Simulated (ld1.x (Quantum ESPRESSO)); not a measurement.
**What the settings do to the RRKJ potential of Rh (Z = 45)**

Base potential:

Rh, norm-conserving RRKJ (Kleinman–Bylander form), made with ld1.x (Quantum ESPRESSO) 7.5 (LDA (PZ), scalar-relativistic). Core [Ar] 3d10, reference 4s2 4p6 4d7 5s0 5p0 (charge +2). Waves: 4s (bound): rc 1.05 bohr; 4p (bound): rc 0.95 bohr; 4d (bound): rc 1.30 bohr. Local part: all-electron potential smoothed inside 1.15 bohr (lloc = -2). Core correction: none. rho0 = 0.005.

All-electron outer shells of the reference configuration (LDA (PZ), scalar-relativistic, ld1.x):

```json
{"shell": "3d", "level (eV)": "-322.22", "outermost node (bohr)": "–", "outermost maximum (bohr)": "0.29"}
{"shell": "4s", "level (eV)": "-103.54", "outermost node (bohr)": "0.47", "outermost maximum (bohr)": "0.88"}
{"shell": "4p", "level (eV)": "-71.38", "outermost node (bohr)": "0.47", "outermost maximum (bohr)": "0.94"}
{"shell": "4d", "level (eV)": "-25.99", "outermost node (bohr)": "0.46", "outermost maximum (bohr)": "1.13"}
{"shell": "5s", "level (eV)": "-20.01", "outermost node (bohr)": "1.17", "outermost maximum (bohr)": "2.32"}
{"shell": "5p", "level (eV)": "-13.93", "outermost node (bohr)": "1.31", "outermost maximum (bohr)": "2.77"}
```

Cutoffs, loose and tight: the cutoffs (Ry, on a coarse ladder) from which the occupation-weighted sum of valence levels, in a spherical-Bessel basis at the reference potential, stays within 10 and 1 mRy of its value at 400 Ry. They do not see the model core or the augmentation charge, which bear on the density cutoff. Test errors are all-electron minus pseudo excitation energies from the reference, over the configurations 4s2 4p6 4d8 5s1 5p0; 4s2 4p6 4d8 5s0 5p0; 4s2 4p6 4d6 5s0 5p0; 4s2 4p5 4d8 5s1 5p0; 4s2 4p6 4d8 5s0 5p1; 4s2 4p6 4d5 5s0 5p0; 4s2 4p6 4d7 5s2 5p0 (two spin-polarised tests are not counted in the largest error). A dash means not determined; rows that change the core or the reference have their own tests. The largest error is taken over the tests solved by every variant that gives reliable tests at all: 4s2 4p6 4d5 5s0 5p0; 4s2 4p6 4d6 5s0 5p0; 4s2 4p6 4d8 5s0 5p0; 4s2 4p6 4d8 5s0 5p1.

A true bound ghost makes a file unfit for plane-wave use even where its test errors are small: the radial tests pick states by their node count and pass the ghost by. Where a test does run into it, the solver fails or the error is huge.

Cutoffs are not given where the Bessel-basis levels miss the radial ones by over 6 mRy, ghosts where they miss by over 20 mRy; a channel whose overlap is not positive is not tested.

```csv
change,outcome,"cutoff, loose","cutoff, tight",bound ghosts,largest test error (meV)
base,generated,160 Ry,260 Ry,none,+14
core correction a·sin(br)/r model core inside 1.00 bohr,generated,160 Ry,260 Ry,none,+13
reference 4s2 4p6 4d8 5s1 5p0,generated,160 Ry,230 Ry,none,-28
local potential the s channel,generated,160 Ry,260 Ry,none,+23
"core [Kr], valence charge 9; reference 4d8 5s1 5p0; waves now 5s (bound): rc 2.85 bohr; 5p (bound): rc 3.20 bohr; 4d (bound): rc 1.45 bohr; local potential all-electron potential smoothed inside 1.90 bohr (lloc = -1)",generated,55 Ry,80 Ry,s,-107
wave 4s (bound): rc 1.05 bohr becomes 4s (bound): rc 1.48 bohr,generated,140 Ry,200 Ry,none,+15
wave 4d (bound): rc 1.30 bohr becomes 4d (bound): rc 1.44 bohr,generated,160 Ry,230 Ry,none,+16
wave 4p (bound): rc 0.95 bohr becomes 4p (bound): rc 1.18 bohr,generated,140 Ry,230 Ry,none,+13
type TM; local potential all-electron potential smoothed inside 0.90 bohr (lloc = -2); rho0 0,generated,160 Ry,260 Ry,none,+26
fully relativistic,generated,–,–,not determined,+23
"all radii scaled by about 1.41 (s 1.48, p 1.34, d 1.82 bohr); local potential all-electron potential smoothed inside 1.62 bohr (lloc = -2)",generated,80 Ry,120 Ry,none,-29
local potential all-electron potential smoothed inside 0.54 bohr (lloc = -2),generated,160 Ry,230 Ry,s,+55
wave 4d (bound): rc 1.30 bohr becomes 4d (bound): rc 1.74 bohr,generated,160 Ry,260 Ry,none,+29
```
